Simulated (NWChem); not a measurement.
WOF3 cation; SMILES [O]=[W+]([F])([F])[F]

```xyz
5

W      0.0000     0.0000    -0.0040
O      0.0000     0.0000     1.6454
F      0.2455    -1.7182    -0.4765
F      1.3652     1.0717    -0.4765
F     -1.6107     0.6464    -0.4765
```
Atoms are numbered in this order, from 1.

Program: NWChem. Medium grid unless said otherwise, to which SCAN and Minnesota functionals are sensitive. Geometry: optimised at PBE0/def2-SVP. This spin state was assumed; another may lie lower. def2 effective core potentials on W; no spin-orbit coupling.

### Question
Order these by “orbital gap (eV)”, lowest first: B3LYP/def2-SVP; r2SCAN0/def2-SVP; CAM-B3LYP/def2-SVP; PBE/def2-SVP; MN15-L/def2-SVP.

### Answer
PBE/def2-SVP (5.77), MN15-L/def2-SVP (6.65), B3LYP/def2-SVP (7.71), r2SCAN0/def2-SVP (8.57), CAM-B3LYP/def2-SVP (10.86)
